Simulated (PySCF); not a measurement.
Species: C3H4BBr.
InChI=1S/C3H4BBr/c1-2-3-4-5/h4H,1H3

The closed-shell ground state was solved at several levels (PySCF, density fitting, gas phase). Isolated species at its PBE0-D3(BJ)/def2-SVP geometry, gas phase. Relativistic effects, spin–orbit coupling among them, are left out although an element past zinc is present.

```
          level  basis functions  HOMO (eV)  LUMO (eV)  gap (eV)  dipole (D)
B3LYP/def2-SVPD              153      -7.64      -2.35      5.29        2.96
  PBE0/pcSseg-2              263      -7.84      -2.15      5.69        3.01
  PBE0/pcSseg-1              129      -7.86      -2.15      5.71        2.97
```

(1) Estimate the row for B3LYP/pcJ-1 (pcSseg-1 on Br), a basis of 189 functions; the other rows only guide the guess.

(2) Over all these levels, which gives the widest orbital gap and which the narrowest?

(3) How far do the dipole and the HOMO energy spread over the levels?

Results:

(1) HOMO -7.59 eV, LUMO -2.28 eV, gap 5.31 eV, dipole 2.88 D.

(2) PBE0/pcSseg-1 (global hybrid, 25 % exact exchange) has the widest, 5.71 eV, and B3LYP/def2-SVPD (global hybrid, 20 % exact exchange) the narrowest, 5.29 eV. Functional and basis both differ between the two, so the spread mixes both effects.

(3) The dipole runs from 2.88 to 3.01 D (mean 2.95 D) and the HOMO from -7.86 to -7.59 eV.
